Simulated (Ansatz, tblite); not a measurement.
Removing and adding an electron: Cu2H4. Charge 0, multiplicity 1. Geometry: r2SCAN-D4/def2-TZVP. Ansatz, gas phase; energy differences of separate SCF runs; the oxidised species was run as a doublet alone; the reduced species was run as a doublet alone.

```tsv
atom	x (Å)	y (Å)	z (Å)
Cu1	0.148	1.674	0.027
Cu2	0.283	-0.652	0.071
H3	-0.033	-2.277	0.003
H4	-0.965	2.646	-0.245
H5	1.304	0.535	0.310
H6	-0.737	-1.926	-0.167
```

The xTB rows come from tblite. Correlated methods freeze 18 core orbitals. In CCSD on the charge 1 doublet the largest single amplitude is 0.34, so its Hartree–Fock determinant may place the open shell otherwise than the density functionals do. In the singlet, H3 and H6 lie 0.80 Å apart (atoms count from 1), so H2 has formed as a molecule. The structure comes from a short search, and lower isomers may exist.

**Question.** Estimate orbital energies and vertical ionisation energies and electron affinities at: GFN1-xTB; GFN2-xTB; HF/def2-TZVPD; PBE-D4/def2-TZVP; PBE-D4/def2-TZVPD; r2SCAN-D4/def2-TZVP; r2SCAN-D4/def2-TZVPD; PBE0-D4/def2-TZVP; PBE0-D4/def2-TZVPD; MP2/def2-TZVPD; CCSD/def2-TZVPD; CCSD/def2-TZVPP; CCSD(T)/def2-TZVPD; CCSD(T)/def2-TZVPP.

**Answer.** 
```
               level  −HOMO (eV)  vertical IE (eV)  −LUMO (eV)  vertical EA (eV)  HOMO–LUMO gap (eV)  IE − EA (eV)                        remarks
            GFN1-xTB       10.79             13.66        7.87              5.07                2.92          8.59                              –
            GFN2-xTB        7.44             12.52        3.84              1.50                3.61         11.02                              –
       HF/def2-TZVPD           –                 –           –             -0.38                   –             –   HOMO above zero (-1 doublet)
    PBE-D4/def2-TZVP        5.10              8.32        2.30                 –                2.80             –                              –
   PBE-D4/def2-TZVPD        5.16                 –        2.52              0.34                2.64             –   HOMO above zero (-1 doublet)
 r2SCAN-D4/def2-TZVP        5.15              8.24        2.08                 –                3.07             –                              –
r2SCAN-D4/def2-TZVPD        5.20                 –        2.28              0.36                2.91             –   HOMO above zero (-1 doublet)
   PBE0-D4/def2-TZVP        6.03              8.17        1.47                 –                4.57             –                              –
  PBE0-D4/def2-TZVPD        6.08                 –        1.75              0.28                4.33             –   HOMO above zero (-1 doublet)
      MP2/def2-TZVPD           –                 –           –              0.02                   –             –   HOMO above zero (-1 doublet)
     CCSD/def2-TZVPD           –                 –           –              0.02                   –             –   HOMO above zero (-1 doublet)
     CCSD/def2-TZVPP           –              7.95           –                 –                   –             –  large T1 (0.098) (+1 doublet)
  CCSD(T)/def2-TZVPD           –                 –           –              0.10                   –             –   HOMO above zero (-1 doublet)
  CCSD(T)/def2-TZVPP           –              8.35           –                 –                   –             –  large T1 (0.098) (+1 doublet)
```

Run but left out: HF/def2-TZVPP, MP2/def2-TZVPP (charge +1 doublet: a determinant that CCSD turns far, T1 0.098).   A HOMO above zero means that the electron is unbound at that level or that self-interaction error raises the level; the energy of removing that electron tells which. Raw xTB energy differences between charge states are shifted by several eV; the methods need an empirical correction for them. A negative affinity means that the extra electron isn't bound; its size then hangs on the basis.
